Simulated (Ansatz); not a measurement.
C2H8FNSi2, SMILES N[SiH2]/C(F)=C\[SiH3].

Coordinates come from a TPSSh-D3(BJ)/def2-SVP optimisation. The structure was generated by enumeration; whether it is a known compound was not checked. Other conformers were not sampled.

Two levels are set side by side: PBE/def2-SVPD (Ansatz, a quantum-chemistry and plane-wave program) and PBE0/def2-SVPD (Ansatz). Energy differences of separate SCF runs at the same geometry; the states with an electron removed or added have multiplicity 2 and 2. Differences are taken from unrounded values.

| quantity | PBE |
|---|---|
| vertical ionisation energy (eV) | 8.98 |
| vertical singlet–triplet gap (eV) | 3.76 |

Problem. These are the PBE values. What does PBE0 give? (Estimate from the structure and the level; the computed values follow.)

Solution. 
```csv
quantity,PBE0,PBE minus PBE0
vertical ionisation energy (eV),9.38,-0.40
vertical singlet–triplet gap (eV),3.71,0.05
```
